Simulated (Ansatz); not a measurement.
Li5H5⁺. The state is a doublet with charge 1. Geometry PBE0-D4/def2-TZVP, basis def2-TZVP, Ansatz.

```xyz
10

Li   -0.717   -0.638   -0.778
Li    0.266    2.239    4.675
Li    1.713   -0.767   -1.128
Li   -0.652   -3.038   -1.836
Li    0.610    0.818    1.695
H     0.744    0.122    0.083
H    -1.084    0.800   -2.094
H     0.489    1.569    3.212
H     0.409   -1.622   -1.855
H    -1.778    0.518   -1.975
```

| run | HOMO (eV) | LUMO (eV) |
| --- | --- | --- |
| A | -6.82 | -3.42 |
| B | -5.41 | -3.89 |
| C | -5.94 | -3.90 |
| D | -5.42 | -4.42 |

In the doublet, H7 and H10 lie 0.76 Å apart (atoms count from 1), so H2 has formed as a molecule. Another isomer (doublet) lies 0.08 eV lower at PBE0-D4/def2-TZVP; other spin states weren't run for this one.

HOMO and LUMO are taken over both spins.

Question: The runs used PBE, PBE0, r2SCAN, ωB97M-V. Estimate which is which.

Answer: A ωB97M-V (range-separated); B r2SCAN (0 % exact exchange); C PBE0 (25 % exact exchange); D PBE (0 % exact exchange). Exact exchange lowers occupied and raises empty levels; among semilocal functionals meta-GGAs tend to open the gap a little, and such runs are hard to tell apart. The gap grows from 1.00 eV (PBE) to 3.40 eV (ωB97M-V).
